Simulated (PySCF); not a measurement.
Choosing a molecule for a target property.

Species are written as SMILES; each is one conformer at its optimised geometry, gas phase, non-relativistic unless stated; the electronic structure was computed with PySCF and density fitting.

Dipoles, sizes and rotational constants follow the conformer. The torsions of the flexible species, by atom-mapped SMILES:
- `[CH2:1]=[CH:2][C:3](=[O:4])[CH2:5][S:6](=[O:7])(=[O:8])[OH:9]`: C1–C2–C3–O4 170°, C2–C3–C5–S6 -113°, C3–C5–S6–O7 174°, H–O9–S6–C5 55°
- `[CH3:1][CH2:2][P:3]1(=[O:4])[CH:5]=[CH:6]1`: C1–C2–P3–O4 56°
- `[F:1][C:2]([F:3])([F:4])[S:5][c:6]1[cH:7][cH:8][cH:9][o:10]1`: F1–C2–S5–C6 56°, C2–S5–C6–C7 -83°
- `[CH2:1]=[P:2][CH2:3][C:4]([CH3:5])=[O:6]`: C1–P2–C3–C4 59°, P2–C3–C4–C5 83°
- `[CH3:1][C:2](=[O:3])[O:4][SiH:5]1[NH:6][SiH2:7][NH:8]1`: C1–C2–O4–Si5 -179°, C2–O4–Si5–N6 171°
- `[CH3:1][O:2][CH2:3][CH2:4][C:5]#[P:6]`: C1–O2–C3–C4 180°, O2–C3–C4–C5 180°

(1) Wanted: smallest rotational constant above 1.9 GHz (GFN2-xTB) and static isotropic polarisability below 78 au (CAM-B3LYP/def2-SVPD), at GFN2-xTB geometries. Which candidate meets both?
A. `C=CC(=O)CS(=O)(=O)O`
B. `CCP1(=O)C=C1`
C. `O=C(C)CP=C`
D. `FC(F)(F)Sc1ccco1`

(2) Wanted: lowest triplet excitation (Tamm–Dancoff) below 3.4 eV (TDA CAM-B3LYP/def2-SVPD) and lowest singlet excitation below 5.3 eV (TDDFT CAM-B3LYP/def2-SVPD), at GFN2-xTB geometries. Which candidate meets both?
A. `CCP1(=O)C=C1`
B. `S(c1occc1)C(F)(F)F`
C. `C=CC(=O)CS(=O)(=O)O`
D. `CC(=O)O[SiH]1N[SiH2]N1`
E. `COCCC#P`

(3) Wanted: dipole moment between 2 D and 5 D (CAM-B3LYP/def2-SVPD) and electronic spatial extent ⟨r²⟩ about the centre of nuclear charge above 1400 bohr² (CAM-B3LYP/def2-SVPD), at GFN2-xTB geometries. Which candidate meets both?
A. `O=C(O[SiH]1N[SiH2]N1)C`
B. `C(=C)C(=O)CS(=O)(O)=O`
C. `c1oc(cc1)SC(F)(F)F`
D. `C=PCC(C)=O`
E. `C1P(C=1)(=O)CC`
F. `P#CCCOC`

## Answers

(1) B. Computed values:
```
            species  smallest rotational constant  static isotropic polarisability
   FC(F)(F)Sc1ccco1                     0.735 GHz                          82.1 au
C=CC(=O)CS(=O)(=O)O                     0.929 GHz                          80.2 au
         O=C(C)CP=C                     1.757 GHz                          75.8 au
       CCP1(=O)C=C1                     1.955 GHz                          69.5 au
```

(2) E. Computed values:
| species | lowest triplet excitation (Tamm–Dancoff) | lowest singlet excitation |
| --- | --- | --- |
| COCCC#P | 3.30 eV | 4.26 eV |
| C=CC(=O)CS(=O)(=O)O | 3.55 eV | 4.04 eV |
| S(c1occc1)C(F)(F)F | 3.80 eV | 5.54 eV |
| CCP1(=O)C=C1 | 4.54 eV | 5.07 eV |
| CC(=O)O[SiH]1N[SiH2]N1 | 5.40 eV | 5.89 eV |

(3) C. Computed values:
| species | dipole moment | electronic spatial extent ⟨r²⟩ about the centre of nuclear charge |
| --- | --- | --- |
| P#CCCOC | 1.46 D | 1198 bohr² |
| O=C(O[SiH]1N[SiH2]N1)C | 1.71 D | 1589 bohr² |
| C=PCC(C)=O | 2.10 D | 744 bohr² |
| c1oc(cc1)SC(F)(F)F | 2.73 D | 1567 bohr² |
| C1P(C=1)(=O)CC | 4.29 D | 696 bohr² |
| C(=C)C(=O)CS(=O)(O)=O | 5.69 D | 1296 bohr² |
